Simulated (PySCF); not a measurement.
CaF, SMILES [F][Ca], multiplicity 2. Atoms are numbered in the order given.

```xyz
2

Ca     0.0000     0.0000    -0.6067
F      0.0000     0.0000     1.3482
```
Charge 0, spin multiplicity 2.

Geometry optimised at PBE0-D3(BJ)/def2-TZVPD. The multiplicity is an assumed one; other spin states were not compared.

These are CAM-B3LYP/def2-TZVPD (PySCF) values and carry that method's errors.

Mulliken values depend strongly on the basis, most of all with diffuse functions as here. ESP charges are fitted to the potential on shells at 1.4 to 2.0 van der Waals radii. Atomic charges (e):

| atom | ESP fit | meta-Löwdin | Mulliken | Mulliken spin |
|---|---|---|---|---|
| Ca1 | 0.42 | 0.90 | 0.77 | 1.01 |
| F2 | -0.42 | -0.90 | -0.77 | -0.01 |
